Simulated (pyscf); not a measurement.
## HO–Bi(OH)–SH, singlet

Gas-phase minimum from PySCF at ωB97X-D3(BJ)/def2-SVP, one conformer. 

```xyz
7

O     -1.2409    -2.1328     0.6670
Bi    -0.5011    -0.2504     0.1759
O      1.3494    -0.9676    -0.4440
S     -1.5521    -0.2714    -2.1150
H     -0.5769    -2.7907     0.4135
H      1.3071    -1.1979    -1.3831
H     -2.0116    -1.5140    -1.8649
```

Bonds (Å): O1–Bi2 2.081, O1–H5 0.968, Bi2–O3 2.079, Bi2–S4 2.521, O3–H6 0.968, S4–H7 1.348. Bond angles (°): Bi2–O1–H5 108.0, O1–Bi2–O3 94.3, O1–Bi2–S4 93.4, O3–Bi2–S4 95.6, Bi2–O3–H6 109.4, Bi2–S4–H7 88.9.

Properties at ωB97X-D3(BJ)/def2-SVP:

```
Quantity                                                                                                                                                                                           Value
---------------------------------------------------------------------------------------------------------------------  ---------------------------------------------------------------------------------
Harmonic wavenumbers, unscaled                                                                                         118, 131, 159, 235, 285, 343, 366, 577, 595, 666, 841, 863, 2757, 3852, 3857 cm⁻¹
Zero-point energy                                                                                                                                                                          22.4 kcal/mol
Rotational symmetry number                                                                                                                                                                             1
Entropy of this conformer at 298 K and 1 atm, rigid rotor and harmonic oscillator, modes under 100 cm⁻¹ raised to 100                                                                    360.8 J/(mol K)
Dipole moment                                                                                                                                                                                     1.32 D
```

Single-point totals, which compare only within one level (frozen core for MP2 and CC):

| level | total energy (hartree) |
|---|---|
| ωB97X-D3(BJ)/def2-TZVP | -765.32728 |
| PBE/def2-TZVP | -764.92854 |
| r²SCAN/def2-TZVP | -765.22512 |
| B3LYP-D3(BJ)/def2-TZVP | -765.32612 |
| PBE0-D3(BJ)/def2-TZVP | -764.92654 |
| M06-2X/def2-TZVP | -765.00485 |
| ωB97M-D3(BJ)/def2-TZVP | -765.31269 |
| HF/def2-TZVPP | -762.68172 |
| MP2/def2-TZVPP | -763.79392 |
| CCSD/def2-TZVPP | -763.77722 |
| CCSD(T)/def2-TZVPP | -763.81813 |

Soft torsions are taken as harmonic, which can shift the entropy by several J/(mol K). The CCSD(T) − MP2 part came from Ansatz, without density fitting, on the same reference. The frozen core leaves the outer d or s,p core shells of the metals and heavy elements correlated in the MP2 and CC values, and def2-TZVPP describes them poorly, so these totals are far from the basis limit. Elements past Kr carry the def2 core potentials, without spin-orbit coupling.
